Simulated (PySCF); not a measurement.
C5H5FP2.
Geometry (PBE0-D3(BJ)/def2-SVP, Å), atoms numbered from 1 in this order:
```xyz
13
C5H5FP2 angstrom
C      2.4792    0.0038   -0.2449
C      0.9718   -0.0113   -0.1078
P      0.2408   -1.5938    0.0188
C     -1.4516   -1.2622    0.1868
C     -2.1008   -0.0324    0.2119
C     -1.4684    1.1957    0.0991
F     -2.2642    2.2700    0.1418
P      0.2335    1.5615   -0.0961
H      2.8565    1.0071   -0.4950
H      2.9611   -0.3070    0.6965
H      2.8185   -0.6925   -1.0279
H     -2.0844   -2.1518    0.2817
H     -3.1904   -0.0001    0.3240
```

All values: wB97X-D/def2-SVPD (PySCF, non-relativistic), on one gas-phase PBE0-D3(BJ)/def2-SVP geometry that isn't relaxed in the solvent. The solvent is an IEF-PCM continuum (van der Waals radii × 1.2), and excitations are vertical TDDFT with non-equilibrium linear response and a frozen core. The model holds no explicit solvent molecules, cavitation or dispersion.

Gas-phase singlets (H = HOMO, L = LUMO):

| state | E (eV) | λ (nm) | f | leading configurations |
| --- | --- | --- | --- | --- |
| S1 | 4.089 | 303 | 0.013 | H→L+1 36%, H→L 29% |
| S2 | 4.384 | 283 | 0.014 | H-2→L 95% |
| S3 | 4.566 | 272 | 0.004 | H-2→L+1 96% |
| S4 | 4.617 | 269 | 0.039 | H→L 53%, H→L+1 22% |
| S5 | 5.293 | 234 | 0.288 | H-1→L+1 33%, H-1→L 30% |

**Question.** Give the list for acetonitrile (ε = 35.69), n² = 1.81.

**Answer.** 
```tsv
state	E (eV)	λ (nm)	f	leading configurations	change by rank (eV)
S1	4.083	304	0.016	H→L+1 35%, H→L 29%	-0.006
S2	4.426	280	0.019	H-2→L 96%	+0.042
S3	4.565	272	0.056	H→L 55%, H→L+1 21%	-0.001
S4	4.614	269	0.004	H-2→L+1 97%	-0.003
S5	5.153	241	0.419	H-1→L 44%, H→L+1 35%	-0.140
```

**Question.** The ground-state energy changes by -0.131 eV from gas to acetonitrile. By how much does the total energy of gas-phase S2 change?

**Answer.** E(S2) = E(S0) + excitation energy, so it changes by -0.131 + 0.042 = -0.089 eV: it is lowered less than the ground state, which is what a blue shift means. This is the vertical state, with the slow part of the continuum still set for S0.

**Question.** How do the frontier levels move from gas to acetonitrile?

**Answer.** 
| orbital | gas (eV) | solvent (eV) | change (eV) |
| --- | --- | --- | --- |
| LUMO+2 | 2.20 | 2.32 | +0.12 |
| LUMO+1 | -0.23 | -0.15 | +0.08 |
| LUMO | -0.52 | -0.46 | +0.06 |
| HOMO | -8.84 | -8.80 | +0.04 |
| HOMO-1 | -9.38 | -9.28 | +0.10 |
| HOMO-2 | -9.43 | -9.43 | 0.00 |
| HOMO-3 | -10.60 | -10.54 | +0.06 |

The HOMO–LUMO gap goes from 8.32 to 8.34 eV.

On one thread of an Intel Xeon Platinum 8559C, shared host with 192 logical CPUs at a one-minute load of 9.4, this took 29 s of wall time and 1.0 GiB of memory at its peak. This is the whole response run at wB97X-D/def2-SVPD in acetonitrile, SCF included.

wB97X-D is run here without its empirical dispersion term; that term would change no orbital, density or response property at a fixed geometry.
